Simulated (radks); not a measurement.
The mean radii <r> (bohr) of the occupied orbitals of an atom or ion are listed with their occupations. Calculated with a radial shooting solver on a logarithmic mesh with Libxc functionals: scalar-relativistic Kohn-Sham, PBEsol, spin-polarised, spherical densities, point nucleus.

orbital  occ.      <r>
1s          2  0.05034
2s          2   0.2264
2p          6   0.1984
3s          2   0.6815
3p          6   0.7137
3d         10   0.9119
4s          2    2.642

Name the element and its charge. Open shells, if any, are filled with parallel spins first.

Answer. Z = 30, zinc, charge 0: Zn in [Ar] 3d10 4s2. The 1s radius gives Z: for a bare nucleus <r> = (2 gamma + 1)/(2Z) with gamma = sqrt(1 - (Z/c)^2), 0.04919 bohr for Z = 30, and screening makes it slightly larger (0.05034 here). The occupations add up to 30, and the charge is Z minus that.
